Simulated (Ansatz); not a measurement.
Cost and result for the atomization energy of `COBF` (8 atoms, 7 bonds).

Total charge 0; spin multiplicity 1. The geometry is a stationary point of PBE0-D4/def2-TZVP. It is one conformer, not always the lowest. Program: Ansatz. All runs use 2 threads of a server CPU on a shared host. Times are those of one run each, without the atoms' runs, and a repeat can differ threefold. Electronic energies, without spin–orbit coupling; frozen cores. CCSD(T)/CBS adds CCSD(T) − MP2 in def2-TZVPP to the MP2 limit, and its time is that of the two runs behind it. T1 = 0.013. B3LYP takes the VWN-RPA correlation (the form of Gaussian; ORCA's B3LYP/G).

CCSD(T)/CBS is a level of theory with its own doubt, some kJ/mol a heavy atom from the limit and from the frozen cores, so smaller differences don't rank the functionals.

```
                             level  functions  wall time
            LDA (SPW92)/def2-TZVPP        180      1.1 s
                BLYP-D4/def2-TZVPP        180      1.7 s
              revPBE-D4/def2-TZVPP        180      1.9 s
   PBE-D4/def2-TZVPP (with forces)        180      2.2 s
 B3LYP-D4/def2-TZVPP (with forces)        180      2.6 s
                  CCSD(T)/def2-SVP         76      3.7 s
r2SCAN-D4/def2-TZVPP (with forces)        180      3.9 s
                 B97M-V/def2-TZVPP        180      5.5 s
                ωB97X-V/def2-TZVPP        180        8 s
  ωB97M-V/def2-TZVPP (with forces)        180      9.6 s
                    MP2/def2-QZVPP        348       22 s
                CCSD(T)/def2-TZVPP        180       44 s
                 CCSD(T)/CBS(def2)          –       66 s
```

**Question.** What atomization energy does each give, and how far from CCSD(T)/CBS? (Estimate.)

**Answer.** Ansatz gave: 
```csv
level,atomization (kJ/mol),difference from CCSD(T)/CBS,per bond
LDA (SPW92)/def2-TZVPP,3746.7,483.7,69.1
BLYP-D4/def2-TZVPP,3273.8,10.8,1.6
revPBE-D4/def2-TZVPP,3241.7,-21.3,-3.0
PBE-D4/def2-TZVPP (with forces),3334.2,71.2,10.2
B3LYP-D4/def2-TZVPP (with forces),3269.9,6.9,1.0
CCSD(T)/def2-SVP,3132.3,-130.7,-18.7
r2SCAN-D4/def2-TZVPP (with forces),3281.6,18.6,2.7
B97M-V/def2-TZVPP,3271.1,8.1,1.2
ωB97X-V/def2-TZVPP,3266.4,3.4,0.5
ωB97M-V/def2-TZVPP (with forces),3278.5,15.5,2.2
MP2/def2-QZVPP,3313.4,50.4,7.2
CCSD(T)/def2-TZVPP,3189.3,-73.7,-10.5
CCSD(T)/CBS(def2),3263.0,0.0,0.0
```

In def2-TZVPP, CCSD(T) changes the Hartree–Fock value by +728.1 kJ/mol (the triples alone add +43.0 kJ/mol) and MP2 by +808.3 kJ/mol; breaking electron pairs costs correlation energy, which Hartree–Fock lacks. At CCSD(T), def2-SVP lies −130.7 kJ/mol from the extrapolated value and def2-TZVPP −73.7 kJ/mol: correlation converges slowly with the basis, and small sets miss more of it in the bonded molecule than in its fragments. Leaving LDA and LC-ωPBE aside and taking each functional with its dispersion term where it has one, the values, not all of them listed here, spread over 165.5 kJ/mol, from BHLYP-D4 to PBE-D4. LDA lies +421.6 kJ/mol from PBE without D4, its usual overbinding.
